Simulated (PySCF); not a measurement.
`C[C](C)C(C)(C)C` [radical] (doublet state). Computed geometry: GFN2-xTB, gas phase. This method treats the open shell by occupation alone, without spin polarisation.

```
atom  x, y, z in Å
C1     1.9427   -0.2209    0.7658
C2     0.8289   -0.3236   -0.2128
C3     1.1170   -0.7678   -1.6015
C4    -0.5470    0.1495    0.1561
C5    -0.8305   -0.0610    1.6503
C6    -1.6269   -0.5921   -0.6450
C7    -0.6667    1.6599   -0.1512
H8     1.9763    0.7663    1.2355
H9     1.8395   -0.9489    1.5778
H10    2.9006   -0.3994    0.2822
H11    2.1880   -0.8721   -1.7606
H12    0.6529   -1.7346   -1.8244
H13    0.7295   -0.0589   -2.3389
H14   -1.8491    0.2444    1.8807
H15   -0.7209   -1.1106    1.9133
H16   -0.1563    0.5252    2.2679
H17   -2.6149   -0.2666   -0.3254
H18   -1.5511   -1.6647   -0.4814
H19   -1.5350   -0.3949   -1.7092
H20   -1.6590    2.0214    0.1101
H21    0.0690    2.2223    0.4188
H22   -0.4975    1.8464   -1.2089
```

Problem. How far are the heavy atoms from their best plane (unweighted least squares)?

Solution. 0.668 Å rms; C1 0.01, C2 0.06, C3 0.01, C4 0.01, C5 0.69, C6 0.69, C7 1.47 Å (magnitudes).

Problem. Which two atoms are farthest apart?

Solution. H10···H17 and H11···H14, 5.550 Å.

Problem. Work out the bond lengths C1–C2, C1–H10, C2–C3, C3–H11, C3–H12, C4–C6, C5–H14, C5–H16 in Å.

Solution. For C1–C2 the difference vector is (-1.1138, -0.1027, -0.9786) Å, of length 1.4862 Å. C1–C2 1.486; C1–H10 1.088; C2–C3 1.486; C3–H11 1.088; C3–H12 1.095; C4–C6 1.536; C5–H14 1.088; C5–H16 1.086 Å.

Problem. Where is the centre of mass (commonest isotopes), and what is the radius of gyration?

Solution. Mass 99.117 u; centre at (0.024, -0.017, -0.004) Å; Rg = √(Σ m r²/M) = 1.844 Å. As Ia + Ib + Ic = 2 Σ m r², the three principal moments sum to 673.8 u·Å².

Problem. How far apart are these pairs, which share no bond: C2···H22, C3···H9, C5···H22, C7···H16, H13···H21, H17···H18, H17···H20?

Solution. C2···H22 2.731 Å (3 bonds apart); C3···H9 3.265 Å (3 bonds apart); C5···H22 3.453 Å (3 bonds apart); C7···H16 2.720 Å (3 bonds apart); H13···H21 3.639 Å (5 bonds apart); H17···H18 1.764 Å (2 bonds apart); H17···H20 2.518 Å (4 bonds apart).

Problem. What are the angles H9–C1–H10, C2–C1–H8, C1–C2–C4, C2–C4–C5, H17–C6–H18, C4–C7–H22?

Solution. From the scalar product of the two bond vectors; for H9–C1–H10 it is -0.3616 Å² over 1.0954 × 1.0878 Å², cos θ = -0.3034. H9–C1–H10 107.7°; C2–C1–H8 111.6°; C1–C2–C4 120.2°; C2–C4–C5 111.4°; H17–C6–H18 108.3°; C4–C7–H22 110.4°.

Problem. Give the dihedral angles C7–C4–C5–H14, C5–C4–C6–H19, C5–C4–C6–H17.

Solution. C7–C4–C5–H14 63° (synclinal); C5–C4–C6–H19 174° (antiperiplanar); C5–C4–C6–H17 55° (synclinal). Dihedral signs follow IUPAC: positive where, seen along the central bond, the front bond turns clockwise onto the rear one.

Problem. What is the repulsion energy of the bare nuclei, Σ ZA·ZB/RAB?

Solution. 333.97 Eh over 231 pairs, with full nuclear charges and distances in bohr; the largest single term is 12.82 Eh (C1 with C2, or a pair equal to it).

Problem. Write the matrix of distances between heavy atoms (Å, lower triangle).

Solution. 
```
C1    0.000
C2    1.486  0.000
C3    2.566  1.486  0.000
C4    2.590  1.501  2.588  0.000
C5    2.915  2.509  3.856  1.535  0.000
C6    3.856  2.508  2.911  1.536  2.487  0.000
C7    3.345  2.485  3.343  1.546  2.497  2.497  0.000
```

The point group is Cs within 0.08 Å; differences among equivalent distances and angles are scatter left by the optimiser. Not checked by GFN2-xTB frequencies.
